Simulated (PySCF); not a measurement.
Molfile (atoms numbered from 1):
```
C3ClF7
     RDKit          3D

 11 10  0  0  0  0  0  0  0  0999 V2000
    2.1020    0.1693    1.2090 F   0  0  0  0  0  0  0  0  0  0  0  0
    1.3293    0.2433    0.1369 C   0  0  0  0  0  0  0  0  0  0  0  0
    1.3655    1.4791   -0.3348 F   0  0  0  0  0  0  0  0  0  0  0  0
    1.7910   -0.5877   -0.7838 F   0  0  0  0  0  0  0  0  0  0  0  0
   -0.1152   -0.1412    0.5415 C   0  0  0  0  0  0  0  0  0  0  0  0
   -0.5096    0.7157    1.4857 F   0  0  0  0  0  0  0  0  0  0  0  0
   -0.0782   -1.3777    1.0424 F   0  0  0  0  0  0  0  0  0  0  0  0
   -1.1444   -0.1100   -0.6147 C   0  0  0  0  0  0  0  0  0  0  0  0
   -1.1866    1.1116   -1.1337 F   0  0  0  0  0  0  0  0  0  0  0  0
   -0.7682   -0.9620   -1.5610 F   0  0  0  0  0  0  0  0  0  0  0  0
   -2.7361   -0.5575   -0.0079 Cl  0  0  0  0  0  0  0  0  0  0  0  0
  1  2  1  0
  2  3  1  0
  2  4  1  0
  2  5  1  0
  5  6  1  0
  5  7  1  0
  5  8  1  0
  8  9  1  0
  8 10  1  0
  8 11  1  0
M  END
```

Geometry: PBE0-D3(BJ)/def2-SVP; GIAO shifts from PySCF 2.14, gas phase, non-relativistic, averaged over equivalent atoms.

At PBE0/pcSseg-1 (194 basis functions):
```
   atoms  δ (ppm)
  F9/F10    -76.3
F1/F3/F4    -91.7
   F6/F7   -140.3
      C8    131.0
      C2    123.5
      C5    109.7
    Cl11    303.0
```

δ = σ(ref) − σ, references computed at the same level: CFCl3 for ¹⁹F (σ = 177.25 ppm); ¹³C (σ = 184.41 ppm) against TMS; ³⁵Cl (σ = 943.27 ppm) vs HCl.

Q: What do these become at wB97X-D/pcSseg-2?

A: 
| atoms | δ at wB97X-D/pcSseg-2 | change |
| --- | --- | --- |
| F9/F10 | -70.5 | +5.8 |
| F1/F3/F4 | -83.4 | +8.3 |
| F6/F7 | -130.2 | +10.1 |
| C8 | 136.2 | +5.2 |
| C2 | 128.3 | +4.8 |
| C5 | 115.1 | +5.4 |
| Cl11 | 311.4 | +8.4 |

References, each an isolated molecule treated in the same way: ¹⁹F (σref 186.42) against CFCl3; TMS for ¹³C (σref 184.42); ³⁵Cl (σref 935.79) vs HCl.

The largest change is at F6/F7 (fluorine of a CF2 group). Cost: 403 basis functions. The order of the carbon signals is the same at both levels.

Carbons that carry Cl, above all several Cl atoms, come out too deshielded, partly because spin–orbit coupling is missing. Unscaled 19F shifts against computed CFCl3 carry errors that often reach 10 to 50 ppm.
